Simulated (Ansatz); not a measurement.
`BS[SiH](C)Cl` + CH₃NH₂ → `BNC` + `C[SiH](S)Cl` at 700 K and 1 bar (ligand exchange at a B–S bond).

Computed with Ansatz on PBE0-D4/def2-TZVP structures; ΔE is electronic, products minus reactants. CCSD(T)/CBS is the MP2 limit (def2-TZVPP, def2-QZVPP) plus CCSD(T) − MP2 in def2-TZVPP, frozen cores. Each species was taken in one conformer, which may not be the lowest.

| species | CCSD(T)/CBS energy (Eh) | H − E (kJ/mol) | S (J/(mol·K)) |
| --- | --- | --- | --- |
| `BS[SiH](C)Cl` | -1213.19788 | 272.5 | 501.2 |
| CH₃NH₂ | -95.75281 | 207.6 | 296.6 |
| `BNC` | -121.18426 | 253.9 | 346.7 |
| `C[SiH](S)Cl` | -1187.79090 | 221.6 | 448.1 |

H − E and S are ideal-gas, rigid-rotor, harmonic terms from PBE0-D4/def2-TZVP, for one conformer and one mirror image of each species. 1 Eh = 2625.50 kJ/mol, R = 8.31446 J/(mol·K).

Question: By hand: ΔE, ΔH, ΔS and ΔG.

Answer: ΔE = (-121.18426) + (-1187.79090) − (-1213.19788) − (-95.75281) = -0.02447 Eh = -64.2 kJ/mol. Δ(H − E) = 253.9 + 221.6 − 272.5 − 207.6 = -4.6, so ΔH = -68.8 kJ/mol. ΔS = 346.7 + 448.1 − 501.2 − 296.6 = -3.0 J/(mol·K). ΔG = -68.8 − 700 × (-3.0)/1000 = -66.7 kJ/mol.

Question: By hand: the equilibrium constant, and the temperature at which ΔG would vanish if ΔH and ΔS stayed fixed.

Answer: log₁₀ K = −ΔG/(RT ln 10) = 5.0. ΔG = 0 at ΔH/ΔS = 22933 K, far beyond where these terms or the molecules hold.

The number of gas molecules stays the same, so ΔS is small and ΔH decides. A doubt of 5 kJ/mol in ΔE shifts log₁₀ K by 0.4 here. Other conformers and mirror images would add mixing entropy, several J/(mol·K) or more a flexible species. Modes under 60 cm⁻¹, often nearly free rotors, make the harmonic entropy too high. These are equilibria of isolated gas molecules and say nothing of rates. Largest T1 diagnostic: 0.012 (customary marks: 0.02 for closed shells, 0.045 for open ones).
